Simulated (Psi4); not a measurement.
H$_{4}$Sn, charge -1, doublet, at the geometry of the source list (a state made from the parent by changing its charge; the spin is typed, not shown lowest) (core potentials on Sn) (a gas-phase anion, which may not be bound at this level), atoms displaced at random by about 0.03 Å a coordinate; B3LYP/def2-SVP, gradient run with Psi4 1.11.

Psi4 was given this input:
```
memory 2 GB

molecule {
-1 2
Sn   -0.01594982    0.00094826    0.00575878
H    -1.07995348    1.07549122   -0.47960074
H     0.19385399   -1.10934298   -1.18815914
H    -0.55463416   -0.71527840    1.29659011
H     1.46338361    0.77407445    0.36959023
symmetry c1
no_reorient
no_com
}

set {
  basis def2-svp
  reference uks
}

gradient('b3lyp')
print_variables()
```

What the program printed (banner, timings and long lists left out):

```
gradient() will perform analytic gradient computation.

   => Loading Basis Set <=

    Name: DEF2-SVP
    Role: ORBITAL
    Keyword: BASIS

    !!!  WARNING: ECP capability is in beta. Please check occupations closely.  !!!

         ---------------------------------------------------------
                                   SCF
               by Justin Turney, Rob Parrish, Andy Simmonett
                          and Daniel G. A. Smith
                              UKS Reference
         ---------------------------------------------------------

  ==> Geometry <==

    Molecular point group: c1
    Full point group: C1

    Geometry (in Angstrom), charge = -1, multiplicity = 2:

       Center              X                  Y                   Z               Mass
    ------------   -----------------  -----------------  -----------------  -----------------
         SN          -0.015949820000     0.000948260000     0.005758780000   119.902201630000
         H           -1.079953480000     1.075491220000    -0.479600740000     1.007825032230
         H            0.193853990000    -1.109342980000    -1.188159140000     1.007825032230
         H           -0.554634160000    -0.715278400000     1.296590110000     1.007825032230
         H            1.463383610000     0.774074450000     0.369590230000     1.007825032230

  Running in c1 symmetry.

  Rotational constants: A =      2.45928  B =      2.33649  C =      2.28212 [cm^-1]
  Rotational constants: A =  73727.40418  B =  70046.21244  C =  68416.36395 [MHz]
  Nuclear repulsion =   29.830198767596240

  Charge       = -1
  Multiplicity = 2
  Electrons    = 27
  Nalpha       = 14
  Nbeta        = 13

  ==> Algorithm <==

  SCF Algorithm Type is DF.
  DIIS enabled.
  MOM disabled.
  Fractional occupation disabled.
  Guess Type is SAD.
  Energy threshold   = 1.00e-08
  Density threshold  = 1.00e-08
  Integral threshold = 1.00e-12

  ==> Primary Basis <==

  Basis Set: DEF2-SVP
    Blend: DEF2-SVP
    Number of shells: 22
    Number of basis functions: 46
    Number of Cartesian functions: 48
    Spherical Harmonics?: true
    Max angular momentum: 2

  Core potential: DEF2-SVP
    Number of shells: 4
    Number of ECP primitives: 18
    Number of ECP core electrons: 28
    Max angular momentum: 3

  ==> DFT Potential <==

   => LibXC <=

    Version 7.1.2
    S. Lehtola, C. Steigemann, M. J. T. Oliveira, and M. A. L. Marques,  SoftwareX 7, 1–5 (2018) (10.1016/j.softx.2017.11.002)

[...]
  @DF-UKS Final Energy:  -216.61909444751785
    Total Energy =                       -216.6190944475178526
[...]

  Basis Set: (DEF2-SVP AUX)
    Blend: DEF2-UNIVERSAL-JKFIT
    Number of shells: 70
    Number of basis functions: 290
    Number of Cartesian functions: 389
    Spherical Harmonics?: true
    Max angular momentum: 5

  ==> DFT Potential <==

   => LibXC <=

    Version 7.1.2
    S. Lehtola, C. Steigemann, M. J. T. Oliveira, and M. A. L. Marques,  SoftwareX 7, 1–5 (2018) (10.1016/j.softx.2017.11.002)

   => Composite Functional: B3LYP <=

    B3LYP Hyb-GGA Exchange-Correlation Functional

    P. J. Stephens, F. J. Devlin, C. F. Chabalowski, and M. J. Frisch,  J. Phys. Chem. 98, 11623 (1994) (10.1021/j100096a001)

    Deriv               =              1
    GGA                 =           TRUE
    Meta                =          FALSE

    Exchange Hybrid     =           TRUE
    MP2 Hybrid          =          FALSE

   => Exchange Functionals <=

    0.0800   Slater exchange
    0.7200         Becke 88

   => Exact (HF) Exchange <=

    0.2000               HF

   => Correlation Functionals <=

    0.1900   Vosko, Wilk & Nusair (VWN5_RPA)
    0.8100   Lee, Yang & Parr

   => LibXC Density Thresholds  <==

    XC_HYB_GGA_XC_B3LYP:  1.00E-15

   => Molecular Quadrature <=

    Radial Scheme          =       TREUTLER
    Pruning Scheme         =           NONE
    Nuclear Scheme         =       TREUTLER

    Blocking Scheme        =         OCTREE
    BS radius alpha        =              1
    Pruning alpha          =              1
    Radial Points          =             75
    Spherical Points       =            302
    Total Points           =         108937
    Total Blocks           =            872
    Max Points             =            256
    Max Functions          =             46
    Weights Tolerance      =       1.00E-15

  -Total Gradient:
     Atom            X                  Y                   Z
    ------   -----------------  -----------------  -----------------
       1       -0.004639509452     0.019252350534     0.034066318429
       2        0.023996578294    -0.037175577363     0.016679595129
       3        0.006303353930     0.022603464046     0.020218196690
       4        0.008332997586     0.025190321431    -0.048413971397
       5       -0.033993290252    -0.029871247132    -0.022552325243

  Variable Map:
  ----------------------------------------------------------------------------
[...]
  Array Variable Map:
  ----------------------------------------------------------------------------
[...]
[...]
```
